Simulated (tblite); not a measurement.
Compound: C₄H₁₂O₃Si₂.
Structure used (GFN2-xTB), in Å, numbered top down from 1:
```xyz
21
C4H12O3Si2 angstrom
C     -3.531   -0.413   -0.256
C     -2.626   -1.369   -0.343
O     -1.291   -1.201   -0.358
Si    -0.367    0.131   -0.139
O     -0.676    1.157   -1.374
Si    -0.686    1.173    1.891
C      1.399   -0.542   -0.369
O      2.194    0.632   -0.452
C      3.566    0.364   -0.582
H     -4.579   -0.646   -0.257
H     -3.246    0.621   -0.195
H     -2.895   -2.417   -0.418
H      0.004    1.762   -1.659
H     -1.434    0.349    2.851
H     -1.458    2.419    1.770
H      0.574    1.542    2.546
H      1.735   -1.160    0.472
H      1.524   -1.142   -1.280
H      4.073    1.325   -0.647
H      3.769   -0.222   -1.487
H      3.944   -0.191    0.286
```

Calculated harmonic vibrations of the isolated species, GFN2-xTB (tblite), most abundant isotopes, no scaling. Against measured fundamentals such values can be off by several per cent, at times by over 20. Modes of hydrogen on silicon can be 10 to 20 % off. One conformer, not necessarily the lowest.

Harmonic wavenumbers (cm⁻¹): 32.2, 40.0, 45.5, 67.8, 83.8, 87.2, 121.2, 143.9, 178.2, 211.0, 230.6, 259.4, 261.4, 312.2, 370.7, 457.9, 466.3, 486.0, 535.1, 669.9, 724.8, 754.0, 784.6, 793.7, 801.4, 807.6, 820.7, 833.8, 881.0, 972.8, 989.9, 993.8, 1098.9, 1134.5, 1155.5, 1189.5, 1195.8, 1293.9, 1297.1, 1384.3, 1406.6, 1469.6, 1490.3, 1497.2, 1703.1, 2201.2, 2208.9, 2232.4, 2868.8, 2892.0, 2904.0, 2917.1, 3019.5, 3028.9, 3129.0, 3166.9, 3666.2.

A = 1747, B = 698.8, C = 592.9 MHz; mass 164.032 u (most abundant isotopes); point group C1, symmetry number 1.

Question: Zero-point energy?

Answer: Half the sum of the wavenumbers: 33385 cm⁻¹ = 399.37 kJ/mol.

Question: Give the ideal-gas entropy at 298.15 K and 1 bar in the rigid-rotor, harmonic-oscillator model (classical rotation).

Answer: Translation 172.46, rotation 127.51, vibration 214.36: S = 514.3 J/(mol K).

Question: And Cp and H(298.15 K) − H(0)?

Answer: Cp = 212.72 J/(mol K), of which vibrations give 179.47 (their classical limit is 57 R = 473.9); H(298.15 K) − H(0) = 40.48 kJ/mol without the zero-point energy, 30.57 from vibrations.

Question: Blend soft modes into free rotors: weight 1/[1 + (100 cm⁻¹/ν̃)⁴] for the oscillator and the rest for a rotor with moment μB/(μ + B), μ = h/(8π²ν), B = 10⁻⁴⁴ kg m². What vibrational entropy results?

Answer: 187.59 J/(mol K) in place of 214.36, which changes −T·S at 298.15 K by +7.98 kJ/mol.

Question: Which modes carry the vibrational entropy at 298.15 K?

Answer: 32.2 cm⁻¹: 23.80; 40.0 cm⁻¹: 22.00; 45.5 cm⁻¹: 20.94; 67.8 cm⁻¹: 17.64; 83.8 cm⁻¹: 15.90; 87.2 cm⁻¹: 15.57 J/(mol K); the other 51 give 98.51 together.

Question: How do the functions run with temperature in this model?

Answer: 
```json
{"T (K)": "50", "S (J/(mol K))": "275.8", "Cp (J/(mol K))": "80.8", "H − H(0) (kJ/mol)": "2.76", "G − H(0) (kJ/mol)": "-11.03", "ln q(vib)": "1.59"}
{"T (K)": "100", "S (J/(mol K))": "343.2", "Cp (J/(mol K))": "115.4", "H − H(0) (kJ/mol)": "7.72", "G − H(0) (kJ/mol)": "-26.59", "ln q(vib)": "4.28"}
{"T (K)": "373.15", "S (J/(mol K))": "565.6", "Cp (J/(mol K))": "245.2", "H − H(0) (kJ/mol)": "57.68", "G − H(0) (kJ/mol)": "-153.39", "ln q(vib)": "16.47"}
{"T (K)": "500", "S (J/(mol K))": "644.1", "Cp (J/(mol K))": "291.0", "H − H(0) (kJ/mol)": "91.81", "G − H(0) (kJ/mol)": "-230.22", "ln q(vib)": "21.23"}
{"T (K)": "750", "S (J/(mol K))": "774.9", "Cp (J/(mol K))": "353.8", "H − H(0) (kJ/mol)": "173.02", "G − H(0) (kJ/mol)": "-408.16", "ln q(vib)": "29.69"}
{"T (K)": "1000", "S (J/(mol K))": "882.7", "Cp (J/(mol K))": "395.0", "H − H(0) (kJ/mol)": "266.95", "G − H(0) (kJ/mol)": "-615.76", "ln q(vib)": "37.14"}
```

q(vib) and H(0) count from the zero-point level.

Question: What must be added to the electronic energy to get the Gibbs energy at 298.15 K and 1 bar?

Answer: ZPE + [H(298.15 K) − H(0)] − T·S = 399.37 + 40.48 − 153.35 = 286.50 kJ/mol.

Hindered rotation and anharmonicity are outside this model. Other conformers, if any are populated, would add a mixing term that is left out. The structure is chiral; the term R ln 2 for an equal mix with its mirror image is left out.
